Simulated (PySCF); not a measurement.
## Core-level binding energies of TiMe4

TiMe4, C4H12Ti (singlet state).
Geometry (PBE0-D3(BJ)/def2-SVP, Å), atoms numbered from 1 in this order:
```
atom  x, y, z in Å
Ti1   -0.0061   -0.0001    0.0031
C2     0.0051   -0.0220    2.0596
H3    -1.0248    0.0970    2.4400
H4     0.6262    0.8064    2.4431
H5     0.4151   -0.9782    2.4291
C6     1.9313    0.0039   -0.6832
H7     1.9475   -0.1283   -1.7792
H8     2.5030   -0.8158   -0.2139
H9     2.4117    0.9656   -0.4301
C10   -0.9730    1.6900   -0.6616
H11   -0.8420    1.7961   -1.7529
H12   -0.5578    2.5828   -0.1620
H13   -2.0516    1.6210   -0.4358
C14   -0.9716   -1.6742   -0.7006
H15   -1.9623   -1.7742   -0.2239
H16   -0.3733   -2.5750   -0.4775
H17   -1.1060   -1.5957   -1.7939
```

Theory: delta-SCF UKS SCAN, pcX-2 on the ionised atom (unc-x2c-TZVPall on a metal), pcseg-1 elsewhere, spin-free X2C in PySCF 2.14.0. Binding energies are ΔSCF values: E(core-ionised, relaxed orbitals) − E(ground state) at a fixed geometry, referred to the vacuum level.

**Question.** List the computed XPS lines with their assignment.

**Answer.** 
| atom(s) | environment | level | binding energy (eV) | 2p1/2 (eV) | count |
| --- | --- | --- | --- | --- | --- |
| Ti1 | titanium bonded to 4 C | Ti 2p3/2 | 461.42 | 467.14 | 1 |
| C2/C6/C10/C14 | carbon bonded to Ti and 3 H | C 1s | 289.18 | – | 4 |

**Question.** Which photon energy gives electrons from C 1s of C2/C6/C10/C14 a kinetic energy of 20 eV, and what is their de Broglie wavelength?

**Answer.** hν = 289.18 + 20 = 309.18 eV, recoil neglected; λ = 12.264 Å/√(E/eV) = 2.74 Å.

**Question.** Which photon wavelength matches the C 1s of C2/C6/C10/C14 threshold?

**Answer.** λ = hc/E = 12398.42 eV Å / 289.18 eV = 42.874 Å.

Atoms equivalent by their bonding share one computed value, that of the first of them. The unrestricted hole states depart most from a pure doublet (⟨S²⟩ = 0.75; over 0.85 named) for Ti 2p3/2 of Ti1 (0.91), which makes this value less certain. The 2p values aren't plain energy differences: one relaxed spin-free 2p hole is combined with a matrix within the shell (ground-state 2p orbital-energy differences and spin–orbit coupling). 2p3/2, the mean of its two sublevels, lies a third of the splitting below the shell's mean and 2p1/2 two thirds above it; the statistical areas are 2:1. 2p1/2 minus 2p3/2 (ligand field included): Ti 5.72 eV. Satellites of the metal's 2p lines aren't described. Isolated species at its PBE0-D3(BJ)/def2-SVP geometry, gas phase. Metal 2p energies of this one-determinant scheme are less reliable than its 1s energies.

The run took 53 s on an Arm Neoverse V1 with one thread, shared host with 32 logical CPUs at a one-minute load of 28, and the process peaked at 0.72 GiB of memory.
